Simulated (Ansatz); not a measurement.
`FC[SiH2]CI` and `FC[SiH2][NH][AlH2]` differ in one atom or group.

Ansatz, PBE0-D4/def2-TZVP geometries, multiplicity 1. Each molecule was computed in one conformer, which needn't be the lowest.

Elements past krypton have def2 core potentials.

| property | `FC[SiH2]CI` |
| --- | --- |
| LUMO energy (PBE/def2-TZVPP) / eV | -2.03 |
| HOMO–LUMO gap (PBE/def2-TZVPP) / eV | 4.19 |
| HOMO–LUMO gap (B3LYP/def2-TZVPP) / eV | 5.76 |
| LUMO energy (B3LYP/def2-TZVPP) / eV | -1.37 |
| HOMO energy (PBE0/def2-TZVPP) / eV | -7.36 |
| HOMO–LUMO gap (PBE0/def2-TZVPP) / eV | 6.23 |

Q: Give the same properties after the change, and the shifts. (Best estimate.)

A: Ansatz gave: 
| property | `FC[SiH2][NH][AlH2]` | shift |
| --- | --- | --- |
| LUMO energy (PBE/def2-TZVPP) / eV | -1.47 | 0.56 |
| HOMO–LUMO gap (PBE/def2-TZVPP) / eV | 4.33 | 0.14 |
| HOMO–LUMO gap (B3LYP/def2-TZVPP) / eV | 6.20 | 0.44 |
| LUMO energy (B3LYP/def2-TZVPP) / eV | -0.69 | 0.68 |
| HOMO energy (PBE0/def2-TZVPP) / eV | -7.09 | 0.27 |
| HOMO–LUMO gap (PBE0/def2-TZVPP) / eV | 6.65 | 0.42 |

With PBE0 the HOMO rises by 0.27 eV and the LUMO rises by 0.68 eV, so the gap widens by about 0.41 eV. PBE moves the HOMO by 0.42 eV and ωB97M-V by 0.17 eV.

B3LYP here is the variant with VWN-RPA as its local correlation; programs differ in this.

Spin–orbit coupling is left out; it splits and shifts lone-pair levels of the heavy atoms by tenths of an eV.
